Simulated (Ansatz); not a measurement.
System: NH2Se, charge 0, doublet. NH2Se (SMILES N[Se], doublet).
B3LYP-D3(BJ)/def2-TZVP minimum from Ansatz (a program for electronic structure):
```
N
H 1 1.0064
H 1 1.0064 2 116.88
Se 1 1.7903 2 121.21 3 -170.51
```
Charge 0, spin multiplicity 2.

Total energies in cc-pVTZ, 13 correlated electrons, 15 frozen orbitals. Radicals and triplets start from unrestricted determinants; spin-orbit coupling is neglected. Cores are frozen in correlated methods (noble-gas shells, and filled d and f shells in the p block). No relativity.

| method | program | energy (Eh) | minus CCSDT(Q) (mEh) |
|---|---|---|---|
| HF | Ansatz | -2455.50310 | 388.83 |
| MP2 | Ansatz | -2455.85230 | 39.62 |
| CCSD | Ansatz | -2455.87501 | 16.91 |
| CCSD(T) | Ansatz | -2455.89037 | 1.56 |
| CCSDT(Q) | Ansatz | -2455.89193 | 0.00 |

Rough core times of Ansatz's runs on a shared machine: CCSD(T) 20 s, CCSDT(Q) 6 min.
